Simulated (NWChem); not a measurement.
# Si2H4OCl2; SMILES [Si](Cl)([SiH3])(O)Cl

```xyz
9

O     -0.0011     0.0013     1.9840
Si     0.0011    -0.0061     0.3189
Si     0.0018    -2.2165    -0.4295
Cl    -1.6718     1.0007    -0.4149
Cl     1.6762     1.0006    -0.4101
H      0.0008     0.8773     2.4126
H     -1.2314    -2.9197     0.0627
H      0.0057    -2.1896    -1.9313
H      1.2318    -2.9209     0.0689
```
Atoms are numbered in this order, from 1.

Computed with NWChem. Pople sets run with spherical d functions. STO-3G and 3-21G are far too small for this property and stand as cheap habits. Geometry: optimised at PBE-D3(BJ)/def2-SVP. Field at 589 nm.

### Question
Order these by “anisotropy (bohr³)”, lowest first: B3LYP/STO-3G; B3LYP/6-31G*; B3LYP/def2-SVP; B3LYP/def2-SVPD.

### Answer
B3LYP/STO-3G (8.7), B3LYP/def2-SVP (15.2), B3LYP/6-31G* (17.2), B3LYP/def2-SVPD (18.4)
